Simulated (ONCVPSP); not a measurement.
Reading a pseudo-wave (Ti)

Columns: radius, all-electron u(r) and pseudo u(r) of the 3s shell (level -62.63 eV) of titanium in the configuration [Ne] 3s2 3p6 3d2 4s2; PBE, scalar-relativistic, ONCV scheme, ONCVPSP 4.0.1.

```json
{"r (bohr)": "0.132", "all-electron": "-0.3022", "pseudo": "0.2152"}
{"r (bohr)": "0.265", "all-electron": "-0.5293", "pseudo": "0.4283"}
{"r (bohr)": "0.398", "all-electron": "-0.0107", "pseudo": "0.6295"}
{"r (bohr)": "0.530", "all-electron": "0.5554", "pseudo": "0.8033"}
{"r (bohr)": "0.663", "all-electron": "0.9297", "pseudo": "0.9345"}
{"r (bohr)": "0.795", "all-electron": "1.0921", "pseudo": "1.0067"}
{"r (bohr)": "0.928", "all-electron": "1.1020", "pseudo": "1.0150"}
{"r (bohr)": "1.060", "all-electron": "1.0216", "pseudo": "0.9648"}
{"r (bohr)": "1.193", "all-electron": "0.8975", "pseudo": "0.8704"}
{"r (bohr)": "1.325", "all-electron": "0.7621", "pseudo": "0.7526"}
{"r (bohr)": "1.458", "all-electron": "0.6305", "pseudo": "0.6283"}
{"r (bohr)": "1.590", "all-electron": "0.5131", "pseudo": "0.5129"}
{"r (bohr)": "1.723", "all-electron": "0.4114", "pseudo": "0.4114"}
{"r (bohr)": "1.855", "all-electron": "0.3272", "pseudo": "0.3271"}
{"r (bohr)": "1.988", "all-electron": "0.2577", "pseudo": "0.2576"}
{"r (bohr)": "2.120", "all-electron": "0.2020", "pseudo": "0.2020"}
{"r (bohr)": "2.252", "all-electron": "0.1577", "pseudo": "0.1577"}
{"r (bohr)": "2.385", "all-electron": "0.1224", "pseudo": "0.1224"}
{"r (bohr)": "2.518", "all-electron": "0.0947", "pseudo": "0.0947"}
{"r (bohr)": "2.650", "all-electron": "0.0732", "pseudo": "0.0732"}
{"r (bohr)": "2.782", "all-electron": "0.0565", "pseudo": "0.0565"}
{"r (bohr)": "2.915", "all-electron": "0.0434", "pseudo": "0.0434"}
{"r (bohr)": "3.048", "all-electron": "0.0333", "pseudo": "0.0333"}
{"r (bohr)": "3.180", "all-electron": "0.0256", "pseudo": "0.0256"}
{"r (bohr)": "3.312", "all-electron": "0.0196", "pseudo": "0.0196"}
{"r (bohr)": "3.445", "all-electron": "0.0150", "pseudo": "0.0150"}
```

Problem. How many radial nodes do the two functions have?

Solution. The all-electron 3s function has n − l − 1 = 2 (the table is too coarse to show those close to the nucleus); the pseudo-wave has 0, since the states of the same l below it are removed with the core.

Problem. At about which radius was the pseudo-wave matched?

Solution. 1.90 bohr. The columns agree to 0.0005 from 1.59 bohr on; several derivatives are matched, so the curves merge somewhat inside the radius.

Problem. Is the pseudo-wave norm-conserving?

Solution. Yes: the ONCV scheme keeps the norm inside the radius equal to the all-electron one, which fixes the energy derivative of the logarithmic derivative at the level.
